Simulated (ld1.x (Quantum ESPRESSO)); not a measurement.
## B, TM: configuration errors across variants

- Element: boron (B)
- Generator: ld1.x (Quantum ESPRESSO) 7.5
- Type: norm-conserving Troullier–Martins (Kleinman–Bylander form)
- Functional: LDA (PZ)
- Relativity: scalar-relativistic
- Frozen core: [He]
- Valence charge: 3
- Reference configuration: 2s1.75 2p1.25
- Partial waves: 2p (bound): rc 2.45 bohr; 3d channel at 0.45 Ry: rc 2.20 bohr; 2s (bound): rc 1.70 bohr
- Local potential: the s channel
- Core correction: none

All-electron excitation energies from the reference (eV): (1) 2s2 2p1 -1.418; (2) 2s2 2p0 6.908; (3) 2s1 2p0 32.213; (4) 2s1 2p2 4.267; (5) 2s0 2p3 9.983; (6) 2s2 2p1.3 -2.191; (7) 2s1 2p1 12.865; (8) 2s1.75 2p1.25 spin -0.562; (9) 2s2 2p1 spin -1.653.

Spin tests fill each open shell by Hund’s rule, majority spin first.

2 further variants failed, have other tests or another functional or relativity, and are left out.

Errors AE − PS in meV (a dash: test not solved or not reliable):

```tsv
change	(1)	(2)	(3)	(4)	(5)	(6)	(7)	(8)	(9)	bound ghosts
base	0.0	+57	+213	+0.2	+3.7	-0.5	-3.1	+52	+21	none
wave 3d channel at 0.45 Ry: rc 2.20 bohr becomes 3d channel at 5.61 Ry: rc 2.20 bohr	0.0	+57	+213	+0.2	+3.7	-0.5	-3.1	+52	+21	none
wave 2p (bound): rc 2.45 bohr becomes 2p (bound): rc 2.58 bohr	-0.1	+65	+239	-0.7	-1.2	-0.7	-5.0	+50	+20	none
all radii scaled by about 1.27 (s 2.16, p 3.12, d 2.80 bohr)	-0.9	+138	+416	-7.0	-30	-2.0	-18	+38	+13	none
core correction a·sin(br)/r model core inside 1.72 bohr	0.0	+56	+212	+0.2	+3.6	-0.5	-3.2	+51	+21	none
wave 3d channel at 0.45 Ry: rc 2.20 bohr becomes 3d channel at 0.45 Ry: rc 2.90 bohr	0.0	+57	+213	+0.2	+3.7	-0.5	-3.1	+52	+21	none
wave 3d channel at 0.45 Ry: rc 2.20 bohr becomes 3d channel at 0.45 Ry: rc 1.34 bohr	0.0	+57	+213	+0.2	+3.7	-0.5	-3.1	+52	+21	none
wave 2s (bound): rc 1.70 bohr becomes 2s (bound): rc 2.26 bohr	-0.1	+77	+224	0.0	+5.3	-0.4	-5.4	+52	+21	none
```

(1) Give the same row for: wave 2s (bound): rc 1.70 bohr becomes 2s (bound): rc 1.76 bohr.

## Answers

(1) 0.0, +58, +214, +0.3, +4.1, -0.5, -3.2, +52, +21; bound ghosts: none.
